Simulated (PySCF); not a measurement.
## Broadened absorption spectrum of C3H7NOSi

Compound: C3H7NOSi.
Geometry (GFN2-xTB, Å), atoms numbered from 1 in this order:
```
atom  x, y, z in Å
C1     2.0878   -0.1502    0.9764
N2     1.0814    0.4777    0.5739
C3     0.6339    0.3561   -0.7704
Si4   -1.0591   -0.5452   -0.7001
C5    -2.1530    0.4671    0.5115
O6    -3.3406    0.6213    0.3834
H7     2.7082   -0.7924    0.3403
H8     2.3763   -0.0547    2.0126
H9     1.3455   -0.1770   -1.4186
H10    0.4923    1.3641   -1.1669
H11   -0.8750   -1.8775   -0.1167
H12   -1.6650   -0.6078   -2.0287
H13   -1.6373    0.9190    1.3855
```

Theory: PySCF 2.14.0, density-fitted response routines, TDDFT CAM-B3LYP/def2-SVPD, vertical, gas phase, core orbitals frozen in the response.

Computed states:

| state | E (eV) | f |
| --- | --- | --- |
| S1 | 3.18 | 0.0007 |
| S2 | 4.90 | 0.0026 |
| S3 | 6.14 | 0.0086 |
| S4 | 6.28 | 0.024 |
| S5 | 6.54 | 0.048 |
| S6 | 6.68 | 0.034 |
| S7 | 6.81 | 0.0062 |
| S8 | 7.24 | 0.201 |

Each state is given a Gaussian of 0.25 eV full width at half maximum, with ε(max) = 2.175×10⁸ f / Δν̃ (Δν̃ the width in cm⁻¹). The width is an assumption, not a result. The curve ends short of the highest state used, and states not computed would add to its high-energy end.

Question: Give the broadened spectrum and its maxima.

Answer: 
| E (eV) | ε (L mol⁻¹ cm⁻¹) |
| --- | --- |
| 2.80 | 0 |
| 2.89 | 2 |
| 2.98 | 14 |
| 3.07 | 47 |
| 3.16 | 78 |
| 3.25 | 62 |
| 3.34 | 24 |
| 3.43 | 5 |
| 3.52 | 0 |
| 3.61 | 0 |
| 3.70 | 0 |
| 3.78 | 0 |
| 3.87 | 0 |
| 3.96 | 0 |
| 4.05 | 0 |
| 4.14 | 0 |
| 4.23 | 0 |
| 4.32 | 0 |
| 4.41 | 0 |
| 4.50 | 0 |
| 4.59 | 4 |
| 4.68 | 31 |
| 4.77 | 129 |
| 4.86 | 258 |
| 4.95 | 252 |
| 5.03 | 135 |
| 5.12 | 34 |
| 5.21 | 4 |
| 5.30 | 0 |
| 5.39 | 0 |
| 5.48 | 0 |
| 5.57 | 0 |
| 5.66 | 0 |
| 5.75 | 1 |
| 5.84 | 19 |
| 5.93 | 151 |
| 6.02 | 631 |
| 6.11 | 1589 |
| 6.19 | 2612 |
| 6.28 | 3225 |
| 6.37 | 3354 |
| 6.46 | 4842 |
| 6.55 | 6976 |
| 6.64 | 7013 |

Maxima: 390 nm (3.18 eV), ε about 79, made up of S1 (100%); 253 nm (4.90 eV), ε about 280, made up of S2 (100%); 197 nm (6.31 eV), ε about 3200, made up of S4 (79%) and S5 (13%) (hardly more than a shoulder); 188 nm (6.60 eV), ε about 7300, made up of S5 (63%) and S6 (36%) (ε in L mol⁻¹ cm⁻¹; maxima over ε = 5, shares over 10%).

Question: On this curve, what absorbance would a 10⁻³ mol/L sample give at 266 nm over a 1 cm path?

Answer: 266 nm is 4.661 eV, where ε is about 21 L mol⁻¹ cm⁻¹, so A = ε c l ≈ 0.021 (Beer–Lambert, with the gas-phase spectrum and the assumed width).

Question: Does any computed singlet lie in the visible range?

Answer: S1 lies in the visible range (380 to 750 nm), at 390 nm, f = 0.0007; light of that wavelength is violet, and its complementary colour is yellow-green; a Tamm–Dancoff triplet lies at 496 nm, without intensity as long as spin–orbit coupling is left out.

Question: Coming from long wavelengths, where does ε first pass 100 L mol⁻¹ cm⁻¹?

Answer: At about 261 nm (4.75 eV), 1.57 eV above S1.

Hardware: Arm Neoverse N1, one thread, no GPU (shared host). Cost: 52 s, 0.77 GiB resident at most.

One conformer stands for the species.
